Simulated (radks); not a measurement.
La8+, 49 electrons, occupied as [Kr] 4d10 5s2 5p1. Method: Dirac Kohn-Sham, exchange-only PBE, spin-unpolarised, spherical densities, finite nucleus; open shells fill j = l - 1/2 first; Fermi nuclear charge, rms radius 4.855 fm; computed with a radial shooting solver on a logarithmic mesh with Libxc functionals.

Normalised radial functions P(r) = r R(r) (large component), r in bohr:

| r | 4p3/2 |
|---|---|
| 0.001329 | 0.0020 |
| 0.001759 | 0.0033 |
| 0.002309 | 0.0056 |
| 0.00303 | 0.0094 |
| 0.003977 | 0.0155 |
| 0.005221 | 0.0255 |
| 0.006908 | 0.0419 |
| 0.009067 | 0.0671 |
| 0.0119 | 0.1051 |
| 0.01562 | 0.1604 |
| 0.02067 | 0.2389 |
| 0.02713 | 0.3347 |
| 0.03561 | 0.4381 |
| 0.04674 | 0.5195 |
| 0.06135 | 0.5271 |
| 0.08118 | 0.3898 |
| 0.1066 | 0.0754 |
| 0.1399 | -0.3637 |
| 0.1836 | -0.7311 |
| 0.2429 | -0.7335 |
| 0.3188 | -0.2069 |
| 0.4185 | 0.6376 |
| 0.5493 | 1.2861 |
| 0.721 | 1.3389 |
| 0.954 | 0.8838 |
| 1.252 | 0.3855 |
| 1.644 | 0.1043 |
| 2.157 | 0.0156 |
| 2.854 | 0.0010 |
| 3.747 | 0.0000 |
| 4.918 | 0.0000 |

4p3/2: eigenvalue -295.57 eV, 2 radial nodes at r = 0.112, 0.342 bohr, <r> = 0.698 bohr, 90 % of the charge inside 1.01 bohr.
